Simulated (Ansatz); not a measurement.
BFH₆O₂Si₂, SMILES `FB(O[SiH3])O[SiH3]`, 12 atoms. The species carries charge 0 and has multiplicity 1. All runs use 4 threads of an Intel Xeon Platinum 8259CL on a shared host. Correlated methods freeze the cores.

Give the basis size and wall time and peak host memory of each of these runs in Ansatz. RKS PBE0-D4/def2-TZVP frequencies; RHF-CCSD(T)/def2-SVP energy; RKS PBE0-D4/def2-TZVP relaxation (45 steps); RHF-CCSD(T)/def2-TZVPP energy; RKS r2SCAN0-D4/def2-TZVPP energy; RKS ωB97M-V/def2-TZVPP energy and forces; RKS ωB97M-V/def2-SVP energy; direct RPA on PBE orbitals/def2-TZVPP energy; RKS PBE0-D4/def2-QZVPP energy; RKS BHLYP-D4/def2-TZVPP energy; RKS B97M-V/def2-TZVPP energy; RKS PBE0-D4/def2-SVP energy. (An estimate is asked.)

Ansatz gave: Other jobs shared the machine, so times are rough.

```tsv
level	job	functions	wall time	peak host memory (GiB)
RKS PBE0-D4/def2-SVP	energy	122	1.6 s	0.6
RKS ωB97M-V/def2-SVP	energy	122	5.5 s	0.6
RKS BHLYP-D4/def2-TZVPP	energy	292	6 s	0.91
RKS r2SCAN0-D4/def2-TZVPP	energy	292	7 s	0.9
direct RPA on PBE orbitals/def2-TZVPP	energy	292	7 s	0.76
RKS B97M-V/def2-TZVPP	energy	292	9.5 s	0.54
RHF-CCSD(T)/def2-SVP	energy	122	10 s	0.71
RKS PBE0-D4/def2-QZVPP	energy	548	14 s	2.4
RKS ωB97M-V/def2-TZVPP	energy and forces	292	15 s	1.2
RKS PBE0-D4/def2-TZVP	relaxation (45 steps)	234	4.1 min	0.8
RHF-CCSD(T)/def2-TZVPP	energy	292	4.1 min	9.3
RKS PBE0-D4/def2-TZVP	frequencies	234	4.4 min	0.77
```
